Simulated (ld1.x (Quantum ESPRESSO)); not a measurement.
Transferability test, TM potential for Br

| Quantity | Value |
| --- | --- |
| Element | Br (Z = 35) |
| Generator | ld1.x (Quantum ESPRESSO) 7.5 |
| Type | norm-conserving Troullier–Martins (Kleinman–Bylander form) |
| Functional | PBE |
| Relativity | scalar-relativistic |
| Frozen core | [Ar] 3d10 |
| Valence charge | 7 |
| Reference configuration | 4s1.5 4p5.5 |
| Partial waves | 4s (bound): rc 1.25 bohr; 4p (bound): rc 1.65 bohr; 4d channel at 0.05 Ry: rc 1.70 bohr |
| Local potential | the d channel |
| Core correction | a·sin(br)/r model core inside 1.15 bohr |

Energies are relative to the spin-unpolarised reference configuration 4s1.5 4p5.5; without spin polarisation the order of configurations can differ from experiment.

```
valence configuration  charge  ΔE all-electron (eV)  error AE − PS (meV)
              4s2 4p5       0                -6.162                 -1.9
              4s2 4p4      +1                 6.392                 -5.7
              4s2 4p2      +3                63.135                  -88
              4s1 4p6       0                 6.210                 -2.8
              4s1 4p5      +1                19.397                  -17
            4s2 4p4.5    +0.5                -1.087                 -2.0
```

**Question.** What are ΔE and the potential's error for 4s2 4p3?

**Answer.** ΔE = 29.153 eV all-electron; the error (AE − PS) is -30 meV.
